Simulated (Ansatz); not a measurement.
Geometry optimisation, RKS PBE0/def2-SVP in Ansatz 0.2.0.

Input file:

```yaml
crystal:
  periodic: [false, false, false]
  atoms:
    - { symbol: B, position_ang: [0.021516, -0.463162, -0.370674] }
    - { symbol: F, position_ang: [0.003813, 0.214261, 2.050399] }
    - { symbol: H, position_ang: [1.083168, 0.058642, -0.566638] }
    - { symbol: H, position_ang: [-1.069064, -0.003069, -0.56264] }
    - { symbol: Br, position_ang: [0.077699, -2.403482, 0.113333] }
    - { symbol: H, position_ang: [0.027568, -0.68639, 2.258519] }
basis:
  gaussian: { orbitals: def2-SVP }
hamiltonian:
  xc: pbe0
relax:
  f_tol: 0.03
  max_steps: 50
```

Launched with:

```bash
$ ansatz run input.yaml --threads 1 --pin off --max-ram 2048MiB --backend cpu --events-out ev --progress --plain --runs-dir out
```

Where does it end, and by what steps?

It converged. After 7 steps the energy has fallen by 0.133 eV; F2 moved furthest, 0.38 Å.

| step | energy less start (eV) | largest force component (eV/Å) | accepted |
| --- | --- | --- | --- |
| 0 | 0.0000 | 1.186 | yes |
| 1 | -0.0754 | 0.340 | yes |
| 2 | -0.0971 | 0.253 | yes |
| 3 | -0.1090 | 0.947 | yes |
| 4 | -0.1290 | 0.226 | yes |
| 5 | -0.1318 | 0.133 | yes |
| 6 | -0.1327 | 0.093 | yes |
| 7 | -0.1330 | 0.022 | yes |

```xyz
6
Properties=species:S:1:pos:R:3
B 0.020 -0.404 -0.115
F 0.006 0.126 1.678
H 1.065 0.077 -0.457
H -1.052 0.016 -0.455
Br 0.075 -2.343 0.258
H 0.031 -0.755 2.013
```

The run took 23 s on 1 thread of Arm Neoverse V1, on a shared host, peak memory 0.14 GiB.
